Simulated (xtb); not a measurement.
I₄Ta, charge +1, singlet, geometry from GFN2-xTB (such geometries of metal compounds can be far from the true shape) (the multiplicity is a formal guess); GFN2-xTB run with xtb.

Here is a job for xtb.
```
$ xtb mol.xyz --gfn 2 --chrg 1 --json

# file mol.xyz
5

Ta    -0.00000000     0.00000000     0.00000000
I      2.11003522    -0.60975355    -1.50846892
I      0.78869445     0.38742437     2.51543036
I     -1.14079482     2.22296751    -0.92548858
I     -1.75793485    -2.00063833    -0.08147287
```

Output, abridged:

```
   ID    Z sym.   atoms
    1   73 Ta     1
    2   53 I      2-5

           -------------------------------------------------
          |                Calculation Setup                |
           -------------------------------------------------

           -------------------------------------------------
          |                 G F N 2 - x T B                 |
           -------------------------------------------------

          ...................................................
          :                      SETUP                      :
          :.................................................:
          :  # basis functions                  50          :
          :  # atomic orbitals                  45          :
          :  # shells                           15          :
          :  # electrons                        32          :
          :  max. iterations                   250          :
          :  Hamiltonian                  GFN2-xTB          :
          :  restarted?                      false          :
          :  GBSA solvation                  false          :
          :  PC potential                    false          :
          :  electronic temp.          300.0000000     K    :
          :  accuracy                    1.0000000          :
          :  -> integral cutoff          0.2500000E+02      :
          :  -> integral neglect         0.1000000E-07      :
          :  -> SCF convergence          0.1000000E-05 Eh   :
          :  -> wf. convergence          0.1000000E-03 e    :
          :  Broyden damping             0.4000000          :
          :  net charge                          1          :
          :  unpaired electrons                  0          :
          ...................................................

 iter      E             dE          RMSdq      gap      omega  full diag
   1    -16.5015363 -0.165015E+02  0.941E+00    1.29       0.0  T
   2    -16.0871897  0.414347E+00  0.163E+01    5.02       1.0  T
   3    -16.7726598 -0.685470E+00  0.109E+01    3.15       1.0  T
   4    -16.7100496  0.626102E-01  0.122E+01    3.33       1.0  T
   5    -16.9981593 -0.288110E+00  0.845E-01    2.09       1.0  T
   6    -16.9835901  0.145692E-01  0.268E+00    2.34       1.0  T
   7    -16.9962745 -0.126844E-01  0.946E-01    2.04       1.0  T
   8    -16.9984025 -0.212797E-02  0.264E-01    2.14       1.0  T
   9    -16.9985036 -0.101095E-03  0.115E-01    2.13       1.0  T
  10    -16.9985249 -0.213164E-04  0.668E-02    2.13       1.0  T
  11    -16.9985362 -0.113543E-04  0.944E-03    2.12       4.7  T
  12    -16.9985365 -0.239287E-06  0.221E-04    2.12     202.6  T
  13    -16.9985365  0.385842E-09  0.437E-04    2.12     102.3  T

   *** convergence criteria satisfied after 13 iterations ***

         :::::::::::::::::::::::::::::::::::::::::::::::::::::
         ::                     SUMMARY                     ::
         :::::::::::::::::::::::::::::::::::::::::::::::::::::
         :: total energy             -16.965956899494 Eh    ::
         :: gradient norm              0.000001477316 Eh/a0 ::
         :: HOMO-LUMO gap              2.120005489654 eV    ::
         ::.................................................::
         :: SCC energy               -16.998527864435 Eh    ::
         :: -> isotropic ES            0.101442187792 Eh    ::
         :: -> anisotropic ES          0.019153819982 Eh    ::
         :: -> anisotropic XC         -0.007470987283 Eh    ::
         :: -> dispersion             -0.008987686786 Eh    ::
         :: repulsion energy           0.032570964941 Eh    ::
         :: add. restraining           0.000000000000 Eh    ::
         :: total charge               1.000000000000 e     ::
         :::::::::::::::::::::::::::::::::::::::::::::::::::::

           -------------------------------------------------
          |                Property Printout                |
           -------------------------------------------------

[...]
         5        2.0000           -0.7874076             -21.4265
         6        2.0000           -0.6534546             -17.7814
         7        2.0000           -0.6534546             -17.7814
         8        2.0000           -0.6534546             -17.7814
         9        2.0000           -0.6367715             -17.3274
        10        2.0000           -0.6367715             -17.3274
        11        2.0000           -0.6367715             -17.3274
        12        2.0000           -0.6352547             -17.2862
        13        2.0000           -0.6352547             -17.2862
        14        2.0000           -0.6250901             -17.0096
        15        2.0000           -0.6250901             -17.0096
        16        2.0000           -0.6250901             -17.0096 (HOMO)
        17                         -0.5471813             -14.8896 (LUMO)
        18                         -0.5471813             -14.8896
        19                         -0.5228347             -14.2271
        20                         -0.5228347             -14.2271
        21                         -0.5228347             -14.2271
        22                         -0.3458043              -9.4098
        23                         -0.2226109              -6.0576
        24                         -0.2226109              -6.0576
        25                         -0.2226109              -6.0576
        26                         -0.2098222              -5.7096
        27                         -0.2098222              -5.7096
       ...                                ...                  ...
        45                          2.1774812              59.2523
      -------------------------------------------------------------
                  HL-Gap            0.0779088 Eh            2.1200 eV
             Fermi-level           -0.5861357 Eh          -15.9496 eV

     #   Z          covCN         q      C6AA      α(0)
     1  73 Ta       3.262     0.913   220.673    28.070
     2  53 I        0.833     0.022   370.064    33.209
     3  53 I        0.833     0.022   370.064    33.209
     4  53 I        0.833     0.022   370.064    33.209
     5  53 I        0.833     0.022   370.064    33.209

 Mol. C6AA /au·bohr⁶  :       8424.396416
 Mol. C8AA /au·bohr⁸  :     875131.692490
 Mol. α(0) /au        :        160.905936

Wiberg/Mayer (AO) data.
largest (>0.10) Wiberg bond orders for each atom

 ---------------------------------------------------------------------------
     #   Z sym  total        # sym  WBO       # sym  WBO       # sym  WBO
 ---------------------------------------------------------------------------
     1  73 Ta   5.708 --     3 I    1.427     4 I    1.427     5 I    1.427
                             2 I    1.427
     2  53 I    1.638 --     1 Ta   1.427
     3  53 I    1.638 --     1 Ta   1.427
     4  53 I    1.638 --     1 Ta   1.427
     5  53 I    1.638 --     1 Ta   1.427
 ---------------------------------------------------------------------------

Topologies differ in total number of bonds
Writing topology from bond orders to xtbtopo.mol

molecular dipole:
                 x           y           z       tot (Debye)
 q only:       -0.000       0.000       0.000
   full:        0.000      -0.000       0.000       0.000
molecular quadrupole (traceless):
                xx          xy          yy          xz          yz          zz
 q only:       -0.000      -0.000       0.000       0.000      -0.000       0.000
  q+dip:        0.000      -0.000       0.000      -0.000       0.000      -0.000
   full:        0.000      -0.000       0.000      -0.000      -0.000      -0.000

           -------------------------------------------------
          | TOTAL ENERGY              -16.965956899494 Eh   |
          | GRADIENT NORM               0.000001477316 Eh/α |
          | HOMO-LUMO GAP               2.120005489654 eV   |
           -------------------------------------------------

normal termination of xtb
```
